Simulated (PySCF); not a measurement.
NbF3, SMILES [F][Nb]([F])[F] (connectivity only; charge and spin as stated), neutral, multiplicity 3.

The structure is a stationary point at PBE0-D3(BJ)/def2-TZVP. The multiplicity is an assumed one; other spin states were not compared. The def2 effective core potentials stand for the cores of Nb; spin–orbit coupling is left out.

Method: TDA-PBE/def2-SVPD (PySCF 2.14.0).

Vertical excitations. 

```csv
state,energy (eV),λ (nm),f,main pairs
root 1,0.62,2009,0.000,α HOMO→LUMO 99 %
root 2,1.36,913,0.000,α HOMO−1→LUMO 99 %
root 3,2.00,619,0.000,α HOMO→LUMO+1 100 %
root 4,2.69,460,0.002,α HOMO→LUMO+2 99 %
root 5,2.99,414,0.003,α HOMO−1→LUMO+1 100 %
root 6,3.58,346,0.013,α HOMO→LUMO+3 98 %
root 7,3.65,340,0.014,α HOMO−1→LUMO+2 98 %
root 8,3.74,332,0.000,α HOMO→LUMO+4 100 %
root 9,4.71,263,0.202,"α HOMO−1→LUMO+3 82 %, α HOMO→LUMO+5 17 %"
root 10,4.80,258,0.001,α HOMO−1→LUMO+4 98 %
```
Unrestricted roots are not spin-pure.
